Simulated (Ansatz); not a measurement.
The cluster Li₃Br₄, relaxed as a doublet with UKS r2SCAN-D4/def2-SVP in Ansatz, starting from the GFN1-xTB geometry. Force threshold 0.02 eV/Å.

In the doublet, Br5 and Br6 lie 2.93 Å apart (atoms count from 1), so these atoms are partly bonded to each other. The structure comes from a short search, and lower isomers may exist.

Start:

Cartesian coordinates in Å:
```
Li 0.2084 1.5870 0.2779
Li -1.3324 -0.8958 -0.0535
Li 1.7098 -1.0326 -0.3556
Br 0.1075 -2.7024 -0.5072
Br -1.4839 0.6885 1.8257
Br -1.7137 1.2434 -1.2246
Br 2.5042 1.1120 0.0372
```

| step | energy (eV) | largest force component (eV/Å) | SCF passes |
| --- | --- | --- | --- |
| 1 | -280773.4031 | 0.423 | 19 |
| 2 | -280773.5738 | 0.445 | 22 |
| 3 | -280773.6099 | 0.038 | 19 |
| 4 | -280773.6112 | 0.020 | 21 |
| 5 | -280773.6117 | 0.009 | 19 |

Force components are those of the run's own axes.

End:

```xyz
7

Li    0.273    1.773    0.313
Li   -1.494   -1.038   -0.068
Li    1.961   -1.179   -0.393
Br    0.146   -2.667   -0.508
Br   -1.588    0.759    1.757
Br   -1.797    1.283   -1.117
Br    2.499    1.070    0.016
```

By distances, no bond broke or formed. The bond that changes most is Br5–Br6, from 3.11 to 2.93 Å (atoms count from 1).

The force fell under the threshold at step 4, but the optimiser went on. No frequencies were taken in this run, so the end may be a saddle point.

Run time 42 s (4 threads of Arm Neoverse V1 on a shared host).
